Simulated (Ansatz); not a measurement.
`COB(N)F`, relaxed with RKS PBE0-D4/def2-TZVP in Ansatz from a PBE-D4/def2-SVP geometry. The force threshold is 0.005 eV/Å; the program also tests the step.

Total charge 0; spin multiplicity 1.

Start:

```xyz
10

C    -1.154   -0.325   -0.824
O    -0.963   -0.221    0.567
B     0.262    0.111    1.088
N     1.422    0.372    0.320
F     0.335    0.182    2.434
H    -0.483   -1.087   -1.287
H    -0.984    0.648   -1.345
H    -2.202   -0.634   -1.018
H     1.459    0.344   -0.696
H     2.309    0.610    0.762
```

(1) How much energy does the relaxation release, and in how many steps? (An estimate is asked.)

(2) Which bonds change most? (Best estimate.)

(3) Give the relaxed structure. (An estimate is asked.)

Results:

(1) The calculation gave: 0.95 kcal/mol, in 10 steps, 1 of them rejected.

(2) Ansatz gave: C1–H6 from 1.116 to 1.096 Å; C1–H7 from 1.116 to 1.096 Å; C1–H8 from 1.110 to 1.090 Å; N4–H10 from 1.019 to 1.004 Å.

(3) Computed: 
```xyz
10

C    -1.144   -0.326   -0.828
O    -0.953   -0.228    0.561
B     0.260    0.105    1.075
N     1.410    0.378    0.316
F     0.338    0.172    2.409
H    -0.501   -1.097   -1.268
H    -0.949    0.629   -1.329
H    -2.183   -0.603   -1.006
H     1.443    0.350   -0.685
H     2.280    0.619    0.755
```
